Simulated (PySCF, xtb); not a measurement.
C₂H₄BF₃, SMILES FCB(F)CF. The values are those of a single conformer.

Harmonic wavenumbers (cm⁻¹) from GFN2-xTB in xtb 6.7.1 at its own minimum, in rising order: 74, 93, 118, 214, 306, 403, 493, 641, 702, 834, 1006, 1037, 1109, 1174, 1184, 1258, 1288, 1338, 1407, 1412, 2909, 2918, 2932, 2936.

What does B3LYP-D3(BJ)/def2-SVP (PySCF) give at its own minimum? (Estimate from the structure and the level; the computed values follow.)

93, 98, 137, 227, 339, 424, 525, 630, 725, 934, 1059, 1087, 1153, 1231, 1242, 1297, 1388, 1417, 1429, 1441, 3001, 3004, 3034, 3046. Paired by order, the mean absolute difference is 50 cm⁻¹ and the zero-point energies are 39.7 and 41.4 kcal/mol.
